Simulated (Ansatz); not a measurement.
Hf₂Si⁻. Charge -1, multiplicity 2. Geometry r2SCAN-D4/def2-TZVP, that of the neutral singlet; atoms count from 1.

```xyz
3

Hf    1.069    0.357    0.946
Hf   -1.230   -0.693    0.415
Si    0.161    0.336   -1.361
```

In the def2 sets Hf takes a core potential; there is no spin–orbit coupling. The charge -1 doublet is spin-contaminated (final ⟨S²⟩ up to 1.83, 0.75 for a pure state). The highest occupied level of the charge -1 doublet lies above zero (up to 0.20 eV). It is a level of β spin, whose loss leaves a triplet; that state wasn't run at this geometry and level. The electron is either unbound and held by the finite basis, or the level is raised by self-interaction error. The structure comes from a short search, and lower isomers may exist.

**Question.** Estimate the Mulliken populations from the PBE0/def2-TZVPD orbitals of Ansatz.

**Answer.** 
```tsv
atom	charge (e)	spin (α − β)	d electrons
Hf1	-0.30	0.66	2.35
Hf2	-0.30	0.66	2.35
Si3	-0.39	-0.33	–
```
Mulliken values and Mayer orders depend strongly on the basis. With diffuse functions, as here, like atoms can get unlike values, and bond orders can come out too low or too high.

**Question.** Where does the spin sit?

**Answer.** Summed by element: Hf 1.33, Si -0.33, of 1 unpaired in all. Largest on single atoms: Hf2 0.66, Hf1 0.66, Si3 -0.33.

**Question.** And the Mayer bond orders between bonded heavy atoms (over 0.3)?

**Answer.** Hf1–Hf2 3.36 (2.58 Å); Hf1–Si3 1.55 (2.48 Å); Hf2–Si3 1.55 (2.48 Å).
